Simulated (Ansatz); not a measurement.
Reaction (hydrogenolysis of a C–C bond): `CC(C)[O][GaH2]` + H₂ → `CC[O][GaH2]` + CH₄

Computed with Ansatz on PBE0-D4/def2-TZVP structures; ΔE is electronic, products minus reactants. CCSD(T)/CBS is the MP2 limit (def2-TZVPP, def2-QZVPP) plus CCSD(T) − MP2 in def2-TZVPP, frozen cores. This one scheme is used for every species. Functionals use def2-TZVPP. For Ga outer-core shells are correlated without core-valence functions, which leaves a few kJ/mol of doubt a bond. Scalar relativity is left out up to krypton. One conformer a species, not always the lowest.

(1) Is it downhill or uphill in electronic energy at CCSD(T)/CBS, and by how much? (Estimate.)

(2) What do these levels give: BLYP-D4, B97M-V, PBE, revPBE, r2SCAN, PBE0, r2SCANh, BHLYP, MP2/def2-SVP, HF/def2-TZVPP, HF/def2-QZVPP, SCS-MP2/def2-QZVPP? (Best estimate.)

Largest T1 diagnostic among the species: 0.014.

Results:

(1) Ansatz gave: Downhill: ΔE = -47.4 kJ/mol.

(2) Ansatz gave: BLYP-D4 -50.8, B97M-V -55.9, PBE -57.4, revPBE -62.9, r2SCAN -52.8, PBE0 -58.5, r2SCANh -53.7, BHLYP -65.6, MP2/def2-SVP -44.9, HF/def2-TZVPP -72.2, HF/def2-QZVPP -72.4, SCS-MP2/def2-QZVPP -49.3 kJ/mol.

The D4 term adds +11.7 kJ/mol with B3LYP and +6.5 kJ/mol with PBE0; it sums over pairs of atoms, weighted by their polarisabilities, and B3LYP, whose exchange is more repulsive, gets the larger term. In def2-TZVPP, CCSD(T) changes the Hartree–Fock value by +24.0 kJ/mol (the triples alone add +4.7 kJ/mol) and MP2 by +27.7 kJ/mol.

B3LYP here is the variant with VWN-RPA as its local correlation; programs differ in this.
